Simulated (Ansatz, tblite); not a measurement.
Removing and adding an electron: cyclo-(H2GeSe)2 (Ge2H4Se2). Charge 0, multiplicity 1. Geometry: PBE-D4/def2-SVP. Ansatz, gas phase; energy differences of separate SCF runs; the oxidised species was run as a doublet alone; the reduced species was run as a doublet alone.

```csv
atom,x (Å),y (Å),z (Å)
Ge1,-0.951,-1.161,-0.415
H2,-2.053,-1.067,-1.507
H3,-0.932,-2.585,0.208
Se4,1.197,-0.530,-1.261
Ge5,0.951,1.161,0.415
H6,2.050,1.056,1.509
H7,0.941,2.589,-0.201
Se8,-1.203,0.537,1.252
```

The xTB rows come from tblite. HOMO above LUMO, or a gap near zero within one spin, warns that the state may not be the lowest or that an electron is smeared out.

| level | −HOMO (eV) | vertical IE (eV) | −LUMO (eV) | vertical EA (eV) | HOMO–LUMO gap (eV) | IE − EA (eV) | remarks |
| --- | --- | --- | --- | --- | --- | --- | --- |
| GFN1-xTB | 11.05 | 13.73 | 6.43 | 3.89 | 4.63 | 9.84 | – |
| GFN2-xTB | 10.66 | 13.04 | 7.60 | 5.53 | 3.05 | 7.51 | – |
| PBE-D4/def2-TZVP | 5.91 | 8.42 | 2.57 | – | 3.34 | – | gap within one spin near zero (+1 doublet) |
| PBE-D4/def2-TZVPD | 5.93 | – | 2.64 | 0.59 | 3.29 | – | HOMO above zero (-1 doublet) |
| revPBE-D4/def2-TZVP | 5.87 | 8.42 | 2.47 | – | 3.40 | – | gap within one spin near zero (+1 doublet) |
| revPBE-D4/def2-TZVPD | 5.90 | – | 2.56 | 0.56 | 3.34 | – | HOMO above zero (-1 doublet) |
| PBE0-D4/def2-TZVP | 7.04 | 8.81 | 1.75 | – | 5.29 | – | – |
| PBE0-D4/def2-TZVPD | 7.05 | – | 1.84 | 0.45 | 5.21 | – | HOMO above zero (-1 doublet) |

   A HOMO above zero means that the electron is unbound at that level or that self-interaction error raises the level; the energy of removing that electron tells which. Raw xTB energy differences between charge states are shifted by several eV; the methods need an empirical correction for them.
